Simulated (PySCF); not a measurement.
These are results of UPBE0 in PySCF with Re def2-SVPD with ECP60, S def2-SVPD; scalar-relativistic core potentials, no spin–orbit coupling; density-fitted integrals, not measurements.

```xyz
3
charge -1 multiplicity 3, angstrom
Re    0.0000    0.0000   -0.1786
S     2.0232    0.0000    0.5360
S    -2.0232    0.0000    0.5360
```

ReS₂⁻ (triplet), along the line from Re1 (at 0) through S2 (at 2.146 Å). Core electrons replaced by a potential are absent, the electrostatic potential uses the reduced nuclear charge, and values within about 0.7 Å of such atoms have no physical meaning.

Q: Tabulate the fields along this line at -0.75, 0.75, 0.86, 0.97, 1.07, 1.18, 1.29, 1.39, 1.50, 1.61, 1.72, 1.82, 1.93, 2.04, 2.25, 2.36, 2.47, 2.57, 2.68, 2.79, 2.90, 3.00, 3.11, 3.22, 3.33, 3.43 Å.

A: 
| distance (Å) | electron density (e/Å³) | spin density (e/Å³) | electron localisation function | electrostatic potential (V) |
| --- | --- | --- | --- | --- |
| -0.75 | 2.43 | 0.0456 | 0.72 | 41.8 |
| 0.75 | 2.47 | 0.0416 | 0.617 | 42.1 |
| 0.86 | 1.57 | 0.0284 | 0.44 | 26.8 |
| 0.97 | 1.16 | 0.0176 | 0.381 | 17.9 |
| 1.07 | 1.02 | 0.00815 | 0.472 | 13.5 |
| 1.18 | 1.05 | -0.0011 | 0.651 | 12.6 |
| 1.29 | 1.17 | -0.0105 | 0.771 | 15.4 |
| 1.39 | 1.32 | -0.0193 | 0.754 | 22.9 |
| 1.50 | 1.45 | -0.0252 | 0.473 | 36.6 |
| 1.61 | 1.68 | -0.0245 | 0.125 | 60 |
| 1.72 | 3.16 | -0.0143 | 0.119 | 99.7 |
| 1.82 | 12.5 | -0.000461 | 0.677 | 176 |
| 1.93 | 54.3 | -0.0305 | 0.861 | 372 |
| 2.04 | 169 | -0.176 | 0.317 | 1190 |
| 2.25 | 170 | -0.117 | 0.32 | 1190 |
| 2.36 | 54.6 | -0.0149 | 0.863 | 372 |
| 2.47 | 12.5 | -0.000143 | 0.673 | 176 |
| 2.57 | 3.12 | -0.00725 | 0.124 | 99.3 |
| 2.68 | 1.57 | -0.0136 | 0.133 | 59.3 |
| 2.79 | 1.24 | -0.0157 | 0.512 | 35.4 |
| 2.90 | 1.01 | -0.0146 | 0.845 | 20.4 |
| 3.00 | 0.765 | -0.0119 | 0.917 | 11 |
| 3.11 | 0.548 | -0.00905 | 0.924 | 5.12 |
| 3.22 | 0.38 | -0.00663 | 0.913 | 1.4 |
| 3.33 | 0.259 | -0.0048 | 0.887 | -0.931 |
| 3.43 | 0.177 | -0.00348 | 0.845 | -2.38 |

On a grid of 0.11 Å the density has a local minimum along the bond near 1.07 Å from Re, at 1.02 e/Å³, where the ELF is 0.47.

With open d or f shells other occupations or spin states may lie lower. The lowest empty level of this anion is unbound, so it and the gap depend on the basis. No spin–orbit coupling is included, which matters more the heavier the element.
